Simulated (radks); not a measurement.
The numbers below are computed, except where a source is named.
Spherical quantum dot in the effective-mass picture: electrons in a parabolic well V = omega^2 r^2 / 2 with omega = 0.408, all in effective atomic units (hartree* = m*/eps^2 hartree, bohr* = eps/m* bohr), one dielectric constant everywhere. Level of theory: non-relativistic Kohn-Sham, LDA (Slater exchange, Perdew-Wang correlation), spin-polarised, spherical densities (a radial shooting solver with Libxc functionals). Levels are named by radial order and angular momentum (1s, 1p, 1d, 2s, ...), and open shells are averaged over m. Results are scaled to m* = 0.346 and eps = 15.7, for which hartree* = 38.2 meV and bohr* = 2.401 nm.

N = 23, configuration 1s2 1p6 1d10 2s2 1f(up 3, down 0). This is the lowest configuration that the search found. Occupied and some empty levels:

level    occupation  eigenvalue (meV)  <r> (nm)
1s up             1            240.28     7.698
1s down           1            240.71     7.561
1p up             3            245.08     9.191
1p down           3            245.69     9.121
1d up             5            251.05     10.21
1d down           5            251.75     10.18
2s up             1            253.68     8.336
2s down           1            254.09     8.407
1f up             3            257.99     11.01
1f down           0            258.73     11.00
2p up             0            261.81     9.414
2p down           0            262.22     9.441
1g up             0            265.78     11.68
1g down           0            266.52     11.69
2d up             0            270.43     10.38
2d down           0            270.88     10.38

Energy (meV): total 3566.84, kinetic 265.15, external 1284.3, Hartree 2254.1, exchange-correlation -236.71.
